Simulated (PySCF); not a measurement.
# Reading the logs of faulty runs: B2H7Si2

All numbers below are calculated, not measured. They come from PySCF 2.14.0, an open-source quantum chemistry program, on an isolated molecule that a program drew, which may never have been made. The molecule is B2H7Si2 (charge 0, doublet), drawn as the SMILES string `[BH]B[SiH2][SiH3]`.

Each row is a Hartree-Fock (HF) and frozen-core CCSD(T) single point in the cc-pV(D+d)Z basis, meant for a local HF minimum. Run 1 is clean. Each other run has one planted mistake out of seven kinds, and not every kind appears here: one electron removed, one electron added, multiplicity raised by two, geometry at a saddle point, minimal basis STO-3G, one bond length entered in bohr, all coordinates scaled. The reference is restricted for singlets and unrestricted otherwise, and also for a bond in bohr. Adding or removing an electron swaps singlet and doublet. Electrons count all cores. HOMO and LUMO are orbital energies over both spins, the gradient is its largest component, and the lowest frequency (negative if imaginary) is given only where the gradient is small. Bond lengths are over the 10 bonds as drawn. T1 is the CCSD diagnostic: over 0.02 (restricted) or 0.045 (unrestricted) a single reference is doubtful.

Geometry of the clean run:
```xyz
11
B2H7Si2, angstrom
B    -2.0092    0.6326    2.2924
B    -1.8994    1.1032    0.7864
Si   -1.2139   -0.1999   -0.6253
Si    0.8435    0.5528   -1.5313
H    -2.0748    0.2253    3.4006
H    -2.1968    2.2154    0.4452
H    -2.1993   -0.3104   -1.7343
H    -1.0017   -1.5716   -0.0864
H     1.3413   -0.3848   -2.5684
H     1.8702    0.6556   -0.4637
H     0.6778    1.8925   -2.1478
```

| run | electrons | basis functions | <S^2> | HOMO (eV) | LUMO (eV) | gradient (hartree/bohr) | lowest frequency (cm^-1) | mean bond (Å) | longest bond (Å) | T1 | HF (hartree) | CCSD(T) (hartree) | mistake |
|---|---|---|---|---|---|---|---|---|---|---|---|---|---|
| 1 | 45 | 109 | 0.757 | -8.88 | 0.75 | 1.8e-05 | 53 | 1.5805 | 2.371 | 0.0188 | -631.22771 | -631.66292 | no fault |
| 2 | 45 | 109 | 0.757 | -8.90 | 0.75 | 6.8e-03 | - | 1.5631 | 2.345 | 0.0186 | -631.22661 | -631.66143 | all coordinates scaled |
| 3 | 45 | 109 | 1.567 | -8.52 | 0.67 | 1.1e-02 | - | 1.7130 | 2.814 | 0.0472 | -631.11986 | -631.54525 | one bond length entered in bohr |
| 4 | 45 | 35 | 0.757 | -6.83 | 5.34 | 3.0e-02 | - | 1.5805 | 2.371 | 0.0172 | -623.92507 | -624.12999 | ? |
| 5 | 45 | 109 | 3.775 | -6.82 | -1.82 | 5.1e-02 | - | 1.5805 | 2.371 | 0.0263 | -631.09362 | -631.51933 | ? |

**Which mistake was planted in run 4, and what did it cost?**

It has 35 basis functions where the clean run has 109, with the same electrons and geometry. So the mistake is: minimal basis STO-3G. Subtracting run 1 and multiplying by 627.51 kcal/mol a hartree, the energy moved by 4582.5 kcal/mol in HF and 4727.0 kcal/mol in CCSD(T).

**Which mistake was planted in run 5, and what did it cost?**

Electrons, basis and geometry are unchanged, and <S^2> is 3.775, beside S(S+1) = 3.75 for a multiplicity of 4. So the mistake is: multiplicity raised by two. Subtracting run 1 and multiplying by 627.51 kcal/mol a hartree, the energy moved by 84.1 kcal/mol in HF and 90.1 kcal/mol in CCSD(T).

Cautions from the logs. Run 3: T1 is over the limit, so its CCSD(T) energy is less reliable.
